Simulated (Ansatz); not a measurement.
NiI2(H2O)2 (NiI₂O₂H₄). Charge 0, multiplicity 3. Geometry PBE-D4/def2-SVP; atoms count from 1.

```xyz
9

Ni    0.0761   -0.1219   -0.0942
I    -1.8251   -1.0489    1.3185
I     1.1059    2.1790   -0.4362
O    -1.0368   -0.0387   -1.8040
H    -0.9824    0.8994   -2.0937
H    -1.9643   -0.1796   -1.5094
O     1.5346   -0.7462    1.1908
H     1.0568   -1.0116    2.0081
H     2.0351    0.0685    1.4200
```

In the def2 sets I takes a core potential; there is no spin–orbit coupling.

(1) Estimate the Mulliken populations from the PBE0/def2-TZVP orbitals of Ansatz.

(2) Where does the spin sit?

(3) And the Mayer bond orders between heavy atoms (over 0.3)?

Answers

(1) 
```tsv
atom	charge (e)	spin (α − β)	d electrons
Ni1	0.42	1.61	8.53
I2	-0.42	0.15	–
I3	-0.42	0.15	–
O4	-0.52	0.04	–
H5	0.37	0.00	–
H6	0.37	0.00	–
O7	-0.52	0.04	–
H8	0.37	0.00	–
H9	0.37	0.00	–
```
Mulliken values depend strongly on the basis.

(2) Summed by element: Ni 1.61, I 0.31, O 0.08, H 0.00, of 2 unpaired in all. Largest on single atoms: Ni1 1.61, I2 0.15, I3 0.15.

(3) Ni1–I2 0.92 (2.54 Å); Ni1–I3 0.92 (2.54 Å); Ni1–O4 0.35 (2.04 Å); Ni1–O7 0.35 (2.04 Å).
